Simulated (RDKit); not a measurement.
Relaxed torsion scan: SMILES CCCO[SiH3]. Scanned: dihedral C1–C2–C3–O4 and dihedral C2–C3–O4–Si5; all other coordinates were relaxed at GFN2-xTB. Points at φ and −φ are mirror images. Heavy atoms are numbered in the order of the SMILES CCCO[SiH3], hydrogens after them in the order of the atoms that carry them; the mirror image has the same energies with the sign of each dihedral reversed.

Method: UFF // GFN2-xTB run with RDKit.

Energy in kJ/mol above the lowest grid point; x is the dihedral C1–C2–C3–O4 (°), y the dihedral C2–C3–O4–Si5 (°).

```csv
y \ x,-150,-120,-90,-60,-30,0,30,60,90,120,150,180
180,8.8,17.7,8.4,2.4,15.2,25.0,15.2,2.4,8.4,17.7,8.8,0.0
150,13.9,21.9,11.9,6.5,19.8,29.8,19.3,7.6,14.6,22.8,13.0,4.8
120,17.3,24.1,14.8,10.9,23.9,32.5,21.1,10.7,18.7,26.6,16.0,7.8
90,13.2,16.4,21.3,35.4,47.2,41.0,14.2,6.1,15.1,20.9,10.2,4.3
60,34.2,32.5,35.0,79.4,105.3,96.0,52.6,15.3,34.0,38.6,17.1,15.7
30,58.8,68.4,58.0,107.0,156.7,164.7,117.4,62.0,55.4,70.9,49.2,35.6
0,66.1,84.0,67.9,98.6,158.9,190.3,158.9,98.6,67.9,84.0,66.1,48.2
-30,49.2,70.9,55.4,62.0,117.4,164.7,156.7,107.0,58.0,68.4,58.8,35.6
-60,17.1,38.6,34.0,15.3,52.6,96.0,105.3,79.4,35.0,32.5,34.2,15.7
-90,10.2,20.9,15.1,6.1,14.2,41.0,47.2,35.4,21.3,16.4,13.2,4.3
-120,16.0,26.6,18.7,10.7,21.1,32.5,23.9,10.9,14.8,24.1,17.3,7.8
-150,13.0,22.8,14.6,7.6,19.3,29.8,19.8,6.5,11.9,21.9,13.9,4.8
```

The six lowest points that lie below all their neighbours on the grid: x = 180, y = 180 (0.0 kJ/mol); x = -60, y = 180 (2.4 kJ/mol); x = 60, y = 180 (2.4 kJ/mol); x = 180, y = -90 (4.3 kJ/mol); x = 180, y = 90 (4.3 kJ/mol); x = -60, y = -90 (6.1 kJ/mol). The lowest path on the grid from the first to the second passes x = -120, y = 90 at 16.4 kJ/mol.
